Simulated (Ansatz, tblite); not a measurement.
Cost and result up the ladder for Ge18BH28, a doped nanocrystal cut from the lattice of germanium (B on an inner site) (47 atoms). Charge 0, multiplicity 2. Geometry: PBE-D4/def2-SVP.

Cartesian coordinates in Å:
```
Ge -1.024 1.763 0.827
Ge 3.281 2.337 -1.822
Ge -4.405 -0.213 0.262
Ge -0.067 0.110 -1.976
Ge -2.344 -0.517 3.712
Ge 1.945 0.025 1.030
Ge -0.801 -1.796 0.224
Ge 3.435 -1.671 -2.219
Ge -3.279 1.928 -0.123
Ge -1.306 1.648 3.266
Ge -4.567 -0.590 2.681
Ge 0.986 2.263 -2.657
Ge 3.224 2.080 0.606
B 0.075 0.145 0.151
Ge 4.499 0.457 -2.819
Ge -3.077 -2.051 -0.665
Ge 1.178 -1.640 -3.169
Ge -0.982 -2.254 2.667
Ge 3.329 -1.831 0.222
H -0.281 3.110 0.548
H 3.916 3.693 -2.266
H -5.846 -0.231 -0.339
H -1.549 0.157 -2.467
H -2.442 -0.829 5.240
H 1.834 -0.094 2.585
H 0.143 -2.890 -0.370
H 4.268 -2.834 -2.844
H -4.098 3.059 0.569
H -3.247 2.238 -1.648
H -2.229 2.787 3.790
H 0.063 1.752 4.000
H -5.458 0.510 3.332
H -5.226 -1.971 2.970
H 0.095 3.430 -2.142
H 0.937 2.252 -4.219
H 2.546 3.317 1.264
H 4.678 1.972 1.152
H 4.535 0.627 -4.367
H 5.968 0.481 -2.302
H -3.114 -2.085 -2.219
H -3.636 -3.411 -0.145
H 1.250 -1.226 -4.670
H 0.483 -3.029 -3.092
H 0.455 -2.359 3.254
H -1.661 -3.658 2.759
H 4.776 -1.744 0.797
H 2.743 -3.215 0.634
```

Ansatz on 11 threads of AMD EPYC 7R13 on a shared host and a whole NVIDIA H100 80GB HBM3; xTB runs through tblite on one thread. Times are rough, summed over both states, and most runs start from the orbitals of an earlier one. r2SCAN0-D4/def2-TZVP serves as the yardstick here, not as an exact answer. The other state is a singlet, and no other spin of it was run.

The xTB rows come from tblite. Single mean-field runs in def2-TZVP are fitted with def2-universal-jkfit.

Raw xTB energies of ions are shifted by several eV, and xTB has no spin-polarisation term.

```
                             level  functions  vertical IE (eV)  difference from r2SCAN0-D4/def2-TZVP (eV)
                          GFN2-xTB        194             11.07                                       3.38
                  PBE-D4/def2-TZVP       1063              7.22                                      -0.47
r2SCAN0-D4/def2-TZVP (with forces)       1063              7.69                                       0.00
                          GFN1-xTB        222             12.46                                       4.77
                 PBE0-D4/def2-TZVP       1063              7.55                                      -0.14
```

(1) Estimate how long each takes.

Results:

(1) GFN2-xTB 0.77 s; GFN1-xTB 0.89 s; PBE-D4/def2-TZVP 20 s; PBE0-D4/def2-TZVP 38 s; r2SCAN0-D4/def2-TZVP (with forces) 46 s. On shared hardware such times vary by a factor of up to 3.
